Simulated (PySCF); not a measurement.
C₄H₁₁BO₂.
Atom-mapped SMILES: `[CH3:1][B:2]([OH:3])[O:4][CH:5]([CH3:6])[CH3:7]` (hydrogens: H8, H9, H10 on C1; H11 on O3; H12 on C5; H13, H14, H15 on C6; H16, H17, H18 on C7)

Theory: PBE0-D3(BJ)/def2-SVP geometry optimisation, gas phase in PySCF.

Task: What internal coordinates does the optimisation give?

Result: 
| bond | length (Å) |
| --- | --- |
| C1–B2 | 1.578 |
| B2–O3 | 1.370 |
| B2–O4 | 1.356 |
| O4–C5 | 1.422 |
| C5–C6, C5–C7 | 1.517 |
| C1–H8, C1–H9, C1–H10 | 1.102 |
| O3–H11 | 0.960 |
| C5–H12 | 1.104 |
| C6–H13 and 5 like bonds | 1.100 |

Bonds in one row agree within 0.01 Å and their mean is given. A selection of angles:
| angle | degrees |
| --- | --- |
| B2–C1–H8 | 111.6 |
| H8–C1–H9 | 108.1 |
| C1–B2–O3 | 122.8 |
| C1–B2–O4 | 119.1 |
| O3–B2–O4 | 118.1 |
| B2–O3–H11 | 112.5 |
| B2–O4–C5 | 122.3 |
| O4–C5–C6 | 107.4 |
| O4–C5–C7 | 109.8 |
| O4–C5–H12 | 108.8 |
| C6–C5–C7 | 112.8 |
| C6–C5–H12 | 109.4 |
| C5–C6–H13 | 110.9 |
| C5–C6–H15 | 110.3 |
| H13–C6–H14 | 108.5 |
| H13–C6–H15 | 108.5 |

Torsions: C1–B2–O4–C5 -179° (antiperiplanar); B2–O4–C5–C6 152° (antiperiplanar); H11–O3–B2–C1 1° (synperiplanar). The mirror-image conformer, all signs reversed, is as good.

O3 (boron-bound oxygen) is bent (angle 112.5°). Of the pairs four or more bonds apart, O3···H12 is among the closest relative to their van der Waals radii: 2.42 Å, 89 % of the sum of Bondi's values. B2 (three-coordinate boron) is planar (angles 122.8°, 119.1° and 118.1°, sum 360.0°, 0.00 Å off the plane of its three neighbours).

Point group: C1 (no symmetry element, even within 0.4 Å). Stationary, but not proved a minimum. The numbers are those of one conformer (C1–B2–O3–H 1°, C1–B2–O4–C5 -179°, B2–O4–C5–C6 152°).
